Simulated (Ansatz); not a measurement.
The first iterations of a band of FH3OSi + H3P (10 atoms, charge 0, multiplicity 1).

Computed with Ansatz, RKS PBE0-D4/def2-SVP.

```yaml
movable_images: 5
climbing_image: yes
spring: 5.0 eV/Å²
optimiser: quadratic models (default)
start_path: through a guess of the saddle point
force_threshold: 0.03 eV/Å
iteration_limit: 60
end_points: relaxed
```

First end point:

```xyz
10
Properties=species:S:1:pos:R:3
Si -0.294 0.275 0.017
O -0.187 0.278 1.664
H -1.000 0.355 2.172
H 1.091 0.321 -0.500
H -1.150 1.387 -0.478
F -1.001 -1.092 -0.504
P 1.791 -3.037 1.214
H 0.701 -2.946 0.297
H 2.658 -2.262 0.384
H 1.353 -1.897 1.955
```

Last end point:

```xyz
10
Properties=species:S:1:pos:R:3
Si 0.243 -0.431 -0.334
O 0.171 0.290 2.297
H -0.585 -0.124 2.731
H 1.083 0.787 -0.226
H -1.181 -0.245 0.052
F 0.219 -0.805 -1.928
P 1.185 -2.178 0.765
H 0.043 -3.020 0.600
H 1.854 -2.696 -0.384
H 0.930 -0.196 2.648
```

| iteration | highest image above the first end (eV) | largest band force component (eV/Å) |
| --- | --- | --- |
| 1 | 4.829 | 9.593 |
| 2 | 2.696 | 5.078 |
| 3 | 2.387 | 1.993 |
| 4 | 2.008 | 0.905 |
| 5 | 1.885 | 1.406 |
| 6 | 1.792 | 0.426 |
| 7 | 1.999 | 0.721 |
| 8 | 2.183 | 0.777 |

Does the band converge within its limit, and where does its top end?

It converged. It ended after 26 iterations with the highest image 2.151 eV above the first end. Neighbouring images differ by up to 1.4 eV, so the band resolves the path poorly. A vibrational analysis at the climbing image gives one clearly imaginary mode, 759i cm⁻¹: a first-order saddle point. The orbitals stay closed-shell, which can raise the energy where a bond breaks towards radicals; this wasn't checked here.

Time of the run: 9.9 min on 2 threads of AMD EPYC (Zen 3), on a shared host, peak memory 0.21 GiB.
